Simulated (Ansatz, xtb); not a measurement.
# Relative energy of two isomers of C3H6N2Si2

We compare X, `C[Si@H](C#N)[SiH2]C#N`, a singlet, with Y, `C#C[Si@H](C#N)N[SiH3]`, a singlet. Both are isolated molecules in the gas phase, relaxed with r2SCAN-D4/def2-SVP; each stands in its lowest conformer found.

Estimate which is lower in electronic energy at CCSD(T)/def2-SVP + ΔMP2/def2-TZVPP, and by roughly how much.

The CCSD(T)/def2-SVP + ΔMP2/def2-TZVPP calculation puts structure X lower, by 5.1 kcal/mol.

The same difference at several levels:

| level | geometry | E(Y) − E(X) (kcal/mol) | departure from the last row (kcal/mol) | job, with rough time for the two |
| --- | --- | --- | --- | --- |
| r2SCAN-D4/def2-SVP | r2SCAN-D4/def2-SVP | +10.9 | +5.7 | optimisation, 78 s |
| HF/def2-SVP | r2SCAN-D4/def2-SVP | +5.4 | +0.2 | part of the CCSD(T) run |
| MP2/def2-SVP | r2SCAN-D4/def2-SVP | +9.9 | +4.8 | part of the CCSD(T) run |
| CCSD(T)/def2-SVP | r2SCAN-D4/def2-SVP | +11.4 | +6.3 | single point |
| CCSD(T)/def2-SVP + ΔMP2/def2-TZVPP | r2SCAN-D4/def2-SVP | +5.1 |  | single point, 65 s |

As drawn, Y has 1 C≡C, 2 N–Si, 1 Si–H, 1 N–H in place of 1 C–Si, 1 C≡N, 1 Si–Si, 2 C–H.

The levels shown agree on the order. The largest departure from CCSD(T)/def2-SVP + ΔMP2/def2-TZVPP is that of CCSD(T)/def2-SVP, 6.3 kcal/mol. Levels run at GFN2-xTB geometries aren't shown. The last row adds to CCSD(T) the change of the MP2 difference between the two basis sets, here −6.3 kcal/mol, a large step that makes the value less sure.

With thermal terms from frequencies at re-optimised GFN2-xTB minima (ideal gas, soft modes damped towards free rotors, one conformer each, 298.15 K, 1 atm): on the last row, ΔE + ΔZPE = +3.2, ΔH = +3.3, ΔG = +3.2 kcal/mol.

The correlated steps freeze 15 core orbitals. Programs: Ansatz 0.2.0, xtb 6.7.1; the last row on 4 threads of Arm Neoverse V1 on a shared host.
